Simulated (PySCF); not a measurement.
Ga(NHMe)(OH)2 (CH₆GaNO₂), SMILES C[NH][Ga]([OH])[OH].

The structure is a stationary point at B3LYP-D3(BJ)/def2-SVP. Other conformers were not sampled.

These are PySCF with B3LYP/def2-TZVP values and carry that method's errors.

Gas-phase values at a fixed geometry.

| Quantity | Value |
|---|---|
| total energy | -2172.00446 hartree |
| point group | Cs |
| highest occupied level | -6.54 eV |
| lowest empty level | -0.82 eV |
| orbital gap | 5.72 eV |
| dipole moment | 2.13 D |
| quadrupole, principal values (traceless, Buckingham form, about the centre of nuclear charge) | -4.43, -1.66, 6.09 D·Å |
| mean static polarisability | 53.4 bohr³ (7.92 Å³) |
| polarisability, principal values | 41.6, 52.5, 66.2 bohr³ |
